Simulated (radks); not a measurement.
Task: The mean radii <r> (bohr) of the occupied orbitals of an atom or ion are listed with their occupations. All-electron calculation, scalar-relativistic Kohn-Sham, PBE, spin-unpolarised, spherical densities, finite nucleus; Fermi nuclear charge, rms radius of each element as measured or else 0.836 A^(1/3) + 0.57 fm. Program: a radial shooting solver on a logarithmic mesh with Libxc functionals.

orbital  occ.      <r>
1s          2  0.04275
2s          2   0.1895
2p          6   0.1654
3s          2   0.5513
3p          6   0.5638
3d         10   0.5888
4s          2    1.590
4p          3    1.853

Name the element and its charge.

Result: Z = 35, bromine, charge +2: Br2+ in [Ar] 3d10 4s2 4p3. The 1s radius gives Z: for a bare nucleus <r> = (2 gamma + 1)/(2Z) with gamma = sqrt(1 - (Z/c)^2), 0.04191 bohr for Z = 35, and screening makes it slightly larger (0.04275 here). The occupations add up to 33, and the charge is Z minus that.
